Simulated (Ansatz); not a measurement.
Ansatz (a quantum-chemistry and plane-wave program) job for Ta(NH)(F)(Cl)2 (Cl₂FHNTa), SMILES [NH]=[Ta]([F])([Cl])[Cl], multiplicity 1, PBE/def2-SVPD. Geometry: B3LYP-D3(BJ)/def2-SVP. The multiplicity is an assumed one; no other spin state was optimised. The structure was generated by enumeration; whether it is a known compound was not checked. The def2 effective core potentials stand for the cores of Ta; spin–orbit coupling is left out.

Ansatz 0.2 input:
```yaml
crystal:
  periodic: [false, false, false]
  atoms:
    - {symbol: Ta, position_ang: [0.01632027, -0.20260019, -0.00000000]}
    - {symbol: N, position_ang: [1.56830196, -1.02916844, -0.00000001]}
    - {symbol: H, position_ang: [2.45551512, -1.52172363, -0.00000001]}
    - {symbol: F, position_ang: [-1.32796566, -1.52305355, 0.00000001]}
    - {symbol: Cl, position_ang: [-0.07862699, 1.09479996, -1.91972280]}
    - {symbol: Cl, position_ang: [-0.07862699, 1.09479996, 1.91972281]}
basis:
  gaussian:
    orbitals: def2-SVPD
hamiltonian:
  xc: {name: PBE}
```

Program output:

```
WARN ansatz: RAYON_NUM_THREADS=1 ignored (pool sized by the plan → 1); use --threads N
Functional definition: PBE
integrals: 0.09 GiB planned
1292 factors; their error is unknown
mean field: 0.50 GiB planned
mean field evaluation 1: about -30788.2437 eV, gradient 8.5e1 eV
mean field evaluation 2: about -30626.4649 eV, gradient 2.5e2 eV
mean field evaluation 4: about -30800.6504 eV, gradient 3.0e1 eV
mean field evaluation 8: about -30802.8023 eV, gradient 5.2e-1 eV
mean field evaluation 16: about -30802.7503 eV, gradient 4.3e-4 eV
mean field -30802.75031133 eV, -1131.9801950872 hartree, gradient 3.5e-5 eV, S^2 0.000000; 0 other end points of the search recorded, 0 dependent functions left out
reference -30802.75036471 eV, -1131.9801970489 hartree; 32, 32 occupied and 108, 108 virtual orbitals, 1292 factors
Total energy: -30802.75036471 eV, -1131.9801970489 hartree
```

The run converged.
